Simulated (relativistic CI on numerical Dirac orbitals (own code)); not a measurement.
**Spin-allowed bands of a d2 ion in an octahedral site, by hand**

Problem. Take Δ = 22620 cm⁻¹ and B = 780 cm⁻¹ for a d2 ion in an octahedral site. Calculate the three spin-allowed bands.

Working.
1. The terms of highest spin are 3F (energy 0) and 3P (15B = 11700 cm⁻¹). Here the F term splits into A2 at +1.2Δ = 27144, T2 at +0.2Δ = 4524 and T1 at −0.6Δ = -13572 cm⁻¹.
2. The two T1 states mix through the element 0.4Δ: H = [[-13572, 9048], [9048, 11700]], with roots ½(H₁₁ + H₂₂) ∓ ½√[(H₂₂ − H₁₁)² + 4H₁₂²] = ½(-1872) ∓ ½(31083) = -16477 and 14605 cm⁻¹.
3. The ground term is 3T1 at -16477 cm⁻¹.
4. Bands: 3T2 21001 cm⁻¹ (476 nm), 3T1(P) 31083 cm⁻¹ (322 nm), 3A2 43621 cm⁻¹ (229 nm).

Check. Exact diagonalisation of the whole d2 shell with these parameters gives 3T2 21001, 3T1 31083, 3A2 43621 cm⁻¹. The match is exact, since without spin-orbit coupling no other term has this spin. The ratio of the second band to the first, 1.480, depends on Δ/B = 29.0 alone, which is how a Tanabe-Sugano diagram is read.
